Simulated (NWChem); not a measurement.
**Correlation energy of I2 (-1)**

```
I
I 1 3.3781
```
Charge -1, spin multiplicity 2.

Everything below was run with NWChem. All single points use one geometry, from UB3LYP/def2-SVP with def2 effective core potentials on I, a minimum by its harmonic frequencies.

Basis set: def2-SVPD. Each correlation energy counts from its own Hartree-Fock reference.

Effective core potentials replace the inner electrons of I; spin-orbit coupling is left out. The correlated methods keep 8 core orbitals frozen. The structure started from a generated list of species. The unpaired electrons of the parent sit in orbitals of symmetry b1u (D2h labels of the run); other states weren't searched. The anion's geometry comes from a basis without diffuse functions. No SCF solution was tested for a lower state. Open-shell Hartree-Fock references start from PBE0 orbitals. Coupled-cluster values serve here as a point of comparison, not as the truth.

Q: Order these methods by the correlation energy they give, lowest first: CCSD[T] on ROHF, CCSD[T] on UHF, CCSD on ROHF, CCSD on UHF, UMP2, SCS-UMP2.

A: CCSD[T] on ROHF (-280.6 mHa), CCSD[T] on UHF (-275.3 mHa), CCSD on ROHF (-273.1 mHa), CCSD on UHF (-268.0 mHa), UMP2 (-251.7 mHa), SCS-UMP2 (-233.5 mHa)
